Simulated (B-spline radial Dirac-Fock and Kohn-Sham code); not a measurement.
Model: ΔSCF Dirac-Fock with Breit, self-energy and vacuum polarisation, finite nucleus, configuration average. Program: a radial atomic solver. Free neutral atoms.

Question: Order these X-ray lines by photon energy, lowest first.
A. Ar Kα2
B. Tc Lℓ
C. Zr Lγ2
D. I Lℓ
E. Pd Lγ1
F. Kr Lβ3

Answer: F (1713.7 eV), B (2130.6 eV), C (2507.7 eV), A (2955.5 eV), E (3330.0 eV), D (3482.5 eV).

Values without a named source are computed, but for edge energies of neutral atoms, which are taken from tables.
